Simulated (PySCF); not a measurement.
Species: C5H5F3O.
Numbering: `[CH:1]#[C:2][C@@H:3]([CH2:4][OH:5])[C:6]([F:7])([F:8])[F:9]` (hydrogens: H10 on C1; H11 on C3; H12, H13 on C4; H14 on O5)

Geometry (GFN2-xTB, Å), atoms numbered from 1 in this order:
```xyz
14
C5H5F3O angstrom
C     -1.7680   -1.4784   -0.8698
C     -0.7917   -0.8229   -0.6511
C      0.3615    0.0040   -0.3410
C     -0.0736    1.3053    0.3774
O     -0.8345    2.1278   -0.4558
C      1.3236   -0.7856    0.5403
F      0.7789   -1.1310    1.7150
F      2.4304   -0.0818    0.8255
F      1.7355   -1.9184   -0.0435
H     -2.6097   -2.0683   -1.0801
H      0.8933    0.2614   -1.2649
H     -0.6205    1.0412    1.2937
H      0.8128    1.8852    0.6472
H     -1.6385    1.6612   -0.7151
```

Computed with TDDFT CAM-B3LYP/def2-SVPD, vertical, gas phase, core orbitals frozen in the response in PySCF.

Transition dipole moments from the ground state, in atomic units and in the frame of the coordinates above (overall signs are arbitrary), for the states with f of 0.002 or more among the lowest 8:

```
state  E (eV)      μx     μy      μz
   S5   8.061  -0.048  0.051   0.477
   S6   8.184  -0.400  0.386  -0.034
   S7   8.502   0.263  0.442   0.130
   S8   8.585  -0.029  0.274   0.122
```

Q: What oscillator strength does each state have?

A: f = (2/3) ΔE |μ|² with ΔE in hartree (27.2114 eV).

| state | \|μ\|² (au) | \|μ\| (D) | f |
| --- | --- | --- | --- |
| S5 | 0.232 | 1.22 | 0.046 |
| S6 | 0.310 | 1.42 | 0.062 |
| S7 | 0.281 | 1.35 | 0.059 |
| S8 | 0.091 | 0.77 | 0.019 |

Q: What angle do the transition dipoles of S6 and S8 make?

A: |cos θ| = |μa·μb| / (|μa| |μb|) = 0.67, so θ ≈ 48° (taken between 0 and 90°, since the signs are arbitrary).

Q: What peak molar absorption coefficient would the strongest computed level give as a lone Gaussian band 0.4 eV wide at half height?

A: ε(max) = 2.175×10⁸ f / FWHM, with the width in cm⁻¹. S6: 2.175×10⁸ × 0.0622 / 3226 ≈ 4200 L mol⁻¹ cm⁻¹.

Time: 60 s of wall time. Hardware: one thread, Arm Neoverse V1, on a shared host.

One conformer stands for the species.
